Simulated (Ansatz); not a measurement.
`BN(C)BC` + `C[SiH2]C=O` → `B[SiH2]C=O` + `CBN(C)C`  (redistribution)

Isolated molecules relaxed with PBE0-D4/def2-TZVP in Ansatz; ΔE leaves out vibrations. CCSD(T)/CBS is the MP2 limit (def2-TZVPP, def2-QZVPP) plus CCSD(T) − MP2 in def2-TZVPP, frozen cores. DFT in def2-TZVPP. B3LYP here is the variant with VWN-RPA as its local correlation; programs differ in this. One conformer a species, not always the lowest.

```json
{"species": "`BN(C)BC`", "B3LYP-D4 energy (Eh)": "-186.23805"}
{"species": "`C[SiH2]C=O`", "B3LYP-D4 energy (Eh)": "-444.63180"}
{"species": "`B[SiH2]C=O`", "B3LYP-D4 energy (Eh)": "-430.71348"}
{"species": "`CBN(C)C`", "B3LYP-D4 energy (Eh)": "-200.08303"}
```

(1) Work out ΔE.

Largest T1 diagnostic among the species: 0.016.

Answers

(1) ΔE = (-430.71348) + (-200.08303) − (-186.23805) − (-444.63180) = 0.07334 Eh = +2.00 eV. CCSD(T)/CBS gives +2.04 eV.

From PBE to PBE0 (25 % exact exchange), in def2-TZVPP and without D4, ΔE moves by +0.09 eV.
